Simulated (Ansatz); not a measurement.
Frontier orbitals of `N=C(O)[CH2][SnH3]`.

Cartesian coordinates in Å:
```
N -1.2114 -0.8069 -1.7175
C -0.6734 0.0896 -1.0046
O -1.4220 1.1377 -0.5991
C 0.7084 0.1720 -0.4770
Sn 0.7281 -0.0989 1.6744
H -0.5489 -1.5355 -1.9603
H -2.3022 0.9953 -0.9730
H 1.1285 1.1625 -0.6610
H 1.3475 -0.5819 -0.9331
H 0.3085 1.3589 2.4475
H 2.3106 -0.5573 2.1275
H -0.3738 -1.3357 2.0762
```

Total charge 0; spin multiplicity 1. Correlated methods include outer-core shells of Sn, which these sets cover unevenly. Sn takes the def2 core potential. Geometry: relaxed with PBE0-D4/def2-TZVP. It is one conformer, not always the lowest. Basis def2-TZVPP, the Gaussian-basis code of Ansatz.

Orbital energies of one run (eV). Highest occupied ones, from the top: -7.24, -7.54, -8.57, -8.75, -8.84, -10.74, -11.27, -11.68, -12.78, -14.02, -14.38, -16.60, -20.38, -24.48. Empty: -0.54, 0.04, 0.52, 0.60, 0.85, 1.24.

Task: Which functional gave them?
A. BHLYP
B. HSE06 (plane-wave form)
C. r2SCAN
D. revPBE

Result: B. HOMO energies: HSE06 -7.24, revPBE -6.24, BHLYP -8.79, r2SCAN -6.58 eV.
